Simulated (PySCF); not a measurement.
`InChI=1S/C6H8OSi/c1-5(7)6-3-2-4-8-6/h2-4H,8H2,1H3`

Geometry:
```csv
atom,x (Å),y (Å),z (Å)
C1,-2.556,-0.017,-0.464
C2,-1.525,0.085,0.637
O3,-1.841,0.213,1.806
C4,-0.120,0.025,0.267
C5,0.409,-0.113,-0.967
C6,1.856,-0.141,-1.036
C7,2.507,-0.026,0.130
Si8,1.267,0.143,1.554
H9,-2.416,0.793,-1.176
H10,-3.555,0.044,-0.039
H11,-2.443,-0.962,-0.990
H12,-0.169,-0.202,-1.877
H13,2.341,-0.249,-1.997
H14,3.583,-0.035,0.186
H15,1.310,-0.995,2.467
H16,1.344,1.446,2.206
```

Method used: quadratic response BHandHLYP/6-31+G* first hyperpolarisability, Taylor convention, IEF-PCM dimethylsulfoxide (non-equilibrium response, no local-field factor) in PySCF. Geometry: GFN2-xTB.

Q: Give the tensor of the second harmonic β(−2ω;ω,ω) at 1064 nm in the axes of these coordinates.

A: In au, Taylor convention; rows are the first index (the induced dipole):
|  | xx | yy | zz | xy | xz | yz |
| --- | --- | --- | --- | --- | --- | --- |
| x | +980.2 | -97.0 | -98.1 | -42.4 | -244.9 | +3.9 |
| y | -43.1 | +9.1 | +13.1 | -87.4 | +5.4 | +15.7 |
| z | -252.6 | +18.1 | +138.1 | +5.5 | -74.5 | +12.5 |

Norm of βᵢ = ⅓ Σⱼ (βᵢⱼⱼ + βⱼᵢⱼ + βⱼⱼᵢ): 812.9 au, hyper-Rayleigh value 406.2 au.
